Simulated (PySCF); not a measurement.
**C₆ coefficients of unlike pairs at PBE0**

Calculated with PySCF 2.14 from the dipole response of each species, C₆(A,B) = (3/π) ∫ α_A(iu) α_B(iu) du, in atomic units, from isotropic polarisabilities. For ions this is the dispersion term alone; charge-induced terms of lower order in 1/R come first.

| species | configuration | basis | relativity | α (bohr³) | C₆ (like pair) |
| --- | --- | --- | --- | --- | --- |
| Mo²⁺ | [Kr] 4d4 (5D) | def2-QZVPPD with the def2 core potential (28 electrons) (7s5p4d3f2g) | core potential | 9.861 | 52.85 |
| Te⁺ | [Kr] 4d10 5s2 5p3 (4S) | aug-cc-pVQZ-PP with ECP28MDF (7s7p5d3f2g) | core potential | 22.22 | 185.3 |
| Tl | [Xe] 4f14 5d10 6s2 6p1 (2P) | aug-cc-pwCVTZ-DK3 (11s10p8d5f1g) | spin-free X2C | 78.93 | 828.5 |
| B⁺ | [He] 2s2 (1S) | aug-cc-pVQZ (6s5p4d3f2g) | none | 10.78 | 29.36 |

Problem. Estimate C₆ for Tl with Te⁺.

Solution. The integral gives 366.5. The combination rule 2 C_A C_B / (C_A α_B/α_A + C_B α_A/α_B) gives 344.4 and the geometric mean 391.9.

No spin-orbit coupling is included.

The other pairs:

```tsv
pair	C₆
B⁺, Tl	152.1
Tl, Mo²⁺	182.5
Te⁺, Mo²⁺	96.64
B⁺, Mo²⁺	36.18
B⁺, Te⁺	72.27
```
